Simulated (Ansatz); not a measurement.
Consider the ligand exchange at a Ge–Cl bond: `[F][Ge]([F])([F])[Cl]` + dimethylamine → `C[N](C)[Ge]([F])([F])[F]` + HCl.

Gas-phase electronic energies from Ansatz, PBE0-D4/def2-TZVP geometries. CCSD(T)/CBS adds triple-zeta CCSD(T) − MP2 to the extrapolated MP2 energy (def2 sets, frozen cores). This one scheme is used for every species. DFT in def2-TZVPP. HSE06 is defined as in plane-wave codes. For Ge outer-core shells are correlated without core-valence functions, which leaves a few kJ/mol of doubt a bond. Scalar relativity is left out up to krypton. One conformer a species, not always the lowest.

```csv
level,ΔE (eV)
LDA (SPW92),0.30
HSE06-D4,0.39
ωB97M-V,0.36
PBE,0.45
r2SCAN,0.42
CAM-B3LYP,0.37
CCSD/def2-SVP,0.24
SCS-MP2/def2-TZVPP,0.30
```

Problem. What does CCSD(T)/CBS give? (An estimate is asked.)

Solution. Computed: +0.28 eV. The listed levels differ from it by 0.02, 0.11, 0.08, 0.17, 0.14, 0.09, -0.04, 0.02 eV.

Largest T1 diagnostic among the species: 0.012.

Leaving LDA and LC-ωPBE aside and taking each functional with its dispersion term where it has one, the values, not all of them listed here, spread over 0.15 eV, from CAM-B3LYP-D4 to B97M-V. LDA lies −0.15 eV from PBE without D4. The D4 term adds −0.09 eV with B3LYP and −0.05 eV with PBE0; it sums over pairs of atoms, weighted by their polarisabilities, and B3LYP, whose exchange is more repulsive, gets the larger term. From BLYP to BHLYP (50 % exact exchange), in def2-TZVPP and without D4, ΔE moves by −0.04 eV.

B3LYP here is the variant with VWN-RPA as its local correlation; programs differ in this.
